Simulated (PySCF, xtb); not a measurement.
ZnHI, SMILES [ZnH][I].

GFN2-xTB in xtb at its own geometry gives an orbital gap of 7.07 eV and a dipole moment of 5.22 D.

Coordinates come from a B3LYP-D3(BJ)/def2-TZVP optimisation. The def2 effective core potentials stand for the cores of I; spin–orbit coupling is left out.

Q: What does PBE/def2-TZVPD (PySCF) give? (The exact figures need the calculation; the answer reports its results.)

A: gap 4.93 eV (levels -6.61 and -1.68 eV), dipole 1.14 D.
